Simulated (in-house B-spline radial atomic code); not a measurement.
Excitations of the beryllium ion Be²⁺ by several methods

Full response, energies in eV; labels give the largest channel, * marks a mixed state, a dash one above the method's threshold, and an imaginary frequency an unstable closed-shell reference. Computed with a B-spline radial code for spherical atoms: linear response of the closed shell 1s2 with each method's own kernel (bare exchange for TDHF, static screening on G0W0 levels for BSE, the adiabatic kernel for functionals); scalar-relativistic (spin-free one-electron X2C), finite nucleus, no spin-orbit coupling, no double excitations, S, P, D and F terms only.

```
           method  1s → 2s 3S  1s → 2s 1S  1s → 2p 3P  α (bohr³)
             TDHF      118.41      122.15      122.00    0.05183
   BSE on G0W0@HF      118.50      122.02      121.86    0.05147
         LDA VWN5      109.58      111.76      113.08    0.05664
              PBE      110.27      112.83      113.80    0.05518
             PBE0      112.63      115.45      116.17    0.05423
  B3LYP (VWN-RPA)      111.36      114.62      114.87     0.0544
        CAM-B3LYP      110.65      113.82      114.28    0.05451
          LC-wPBE      109.11      111.52      112.81    0.05528
            wB97X      111.46      114.29      115.43    0.05378
            HSE06      112.75      115.61      116.26    0.05422
        BHandHLYP           ?           ?           ?          ?
             BLYP      109.24      112.42      112.72    0.05505
           PBEsol      109.65      112.13      113.17    0.05579
             BP86      110.81      113.03      114.34    0.05482
LDA exchange-only      107.65      110.17      111.20    0.05726
            B97-1           ?           ?           ?          ?
             RPBE      110.28      112.86      113.84    0.05499
             OLYP      108.66      111.92      112.34    0.05502
```

Problem. What does BHandHLYP give?

Solution. 1s → 2s 3S: 113.58; 1s → 2s 1S: 117.48; 1s → 2p 3P: 117.12; α: 0.05332 (eV, bohr³).

Problem. What does B97-1 give?

Solution. 1s → 2s 3S: 112.32; 1s → 2s 1S: 115.43; 1s → 2p 3P: 116.12; α: 0.05412 (eV, bohr³).
